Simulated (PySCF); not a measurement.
# What a mistake does to a calculation on BH5NSi2

All numbers below are calculated, not measured. They come from PySCF 2.14.0, an open-source quantum chemistry program, on an isolated molecule that a program drew, which may never have been made. The molecule is BH5NSi2 (charge 0, doublet), drawn as the SMILES string `[SiH2]BN=[SiH2]`.

Each row is a Hartree-Fock (HF) and frozen-core CCSD(T) single point in the cc-pV(D+d)Z basis, meant for a local HF minimum. Run 1 is clean. Each other run has one planted mistake out of seven kinds, and not every kind appears here: one electron removed, one electron added, multiplicity raised by two, geometry at a saddle point, minimal basis STO-3G, one bond length entered in bohr, all coordinates scaled. The reference is restricted for singlets and unrestricted otherwise, and also for a bond in bohr. Adding or removing an electron swaps singlet and doublet. Electrons count all cores. HOMO and LUMO are orbital energies over both spins, the gradient is its largest component, and the lowest frequency (negative if imaginary) is given only where the gradient is small. Bond lengths are over the 8 bonds as drawn. T1 is the CCSD diagnostic: over 0.02 (restricted) or 0.045 (unrestricted) a single reference is doubtful.

Geometry of the clean run:
```xyz
9
BH5NSi2, angstrom
Si    1.8356    0.3355   -0.3043
B     0.1900    0.2544   -1.4935
N    -1.0695    0.1056   -0.9434
Si   -2.4754   -0.0773   -0.2996
H     1.7152   -0.2671    1.0498
H     3.1341   -0.0629   -0.9058
H     0.3275    0.3891   -2.6849
H    -3.1092   -1.3871   -0.0990
H    -3.3014    1.0440    0.1674
```

| run | electrons | basis functions | <S^2> | HOMO (eV) | LUMO (eV) | gradient (hartree/bohr) | lowest frequency (cm^-1) | mean bond (Å) | longest bond (Å) | T1 | HF (hartree) | CCSD(T) (hartree) | mistake |
|---|---|---|---|---|---|---|---|---|---|---|---|---|---|
| 1 | 45 | 99 | 0.766 | -7.85 | 1.31 | 2.9e-05 | 108 | 1.5111 | 2.032 | 0.0216 | -659.87170 | -660.36745 | no fault |
| 2 | 46 | 99 | 0.000 | -0.39 | 5.43 | 4.4e-02 | - | 1.5111 | 2.032 | 0.0257 | -659.84714 | -660.38625 | one electron added |
| 3 | 45 | 99 | 3.804 | -6.61 | -0.29 | 1.5e-01 | - | 1.5111 | 2.032 | 0.0354 | -659.78485 | -660.24672 | ? |
| 4 | 45 | 99 | 0.770 | -7.21 | 0.66 | 4.8e-05 | -293 | 1.5141 | 1.995 | 0.0204 | -659.85450 | -660.34809 | ? |

**Which mistake was planted in run 3, and what did it cost?**

Electrons, basis and geometry are unchanged, and <S^2> is 3.804, beside S(S+1) = 3.75 for a multiplicity of 4. So the mistake is: multiplicity raised by two. Subtracting run 1 and multiplying by 627.51 kcal/mol a hartree, the energy moved by 54.5 kcal/mol in HF and 75.8 kcal/mol in CCSD(T).

**Which mistake was planted in run 4, and what did it cost?**

The gradient is small, so the point is stationary, but the lowest frequency is imaginary (-293 cm^-1). So the mistake is: geometry at a saddle point. Subtracting run 1 and multiplying by 627.51 kcal/mol a hartree, the energy moved by 10.8 kcal/mol in HF and 12.1 kcal/mol in CCSD(T).

Cautions from the logs. Run 2: T1 is over the limit, so its CCSD(T) energy is less reliable.
